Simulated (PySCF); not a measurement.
AlGeH₅O₃, SMILES [OH][Al]([OH])[O][GeH3].

Coordinates come from a ωB97X-D3(BJ)/def2-SVP optimisation. The structure was generated by enumeration; whether it is a known compound was not checked. The values are those of a single conformer.

Two levels are set side by side: PBE/def2-TZVP (PySCF) and ωB97X/def2-TZVP (PySCF). Same geometry, gas phase. Differences are taken from unrounded values.

```tsv
quantity	PBE
orbital gap (eV)	5.54
highest occupied level (eV)	-7.07
lowest empty level (eV)	-1.53
dipole moment (D)	2.20
mean polarisability (bohr³)	63.7
```

Q: These are the PBE values. What does ωB97X give? (An estimate is asked for; the answer gives what the named calculation found.)

A: 
| quantity | ωB97X | PBE minus ωB97X |
|---|---|---|
| orbital gap (eV) | 12.33 | -6.79 |
| highest occupied level (eV) | -11.09 | 4.02 |
| lowest empty level (eV) | 1.23 | -2.77 |
| dipole moment (D) | 2.53 | -0.34 |
| mean polarisability (bohr³) | 59.1 | 4.6 |

Without exact exchange PBE keeps part of each electron's self-repulsion, which lifts occupied levels and narrows the gap. PBE's more diffuse valence density responds more strongly to a field. Differences between two approximate levels are no errors against the true value.

Rough cost on one machine, each run with all the roots and properties that it gave: ωB97X against PBE within a factor of 2.
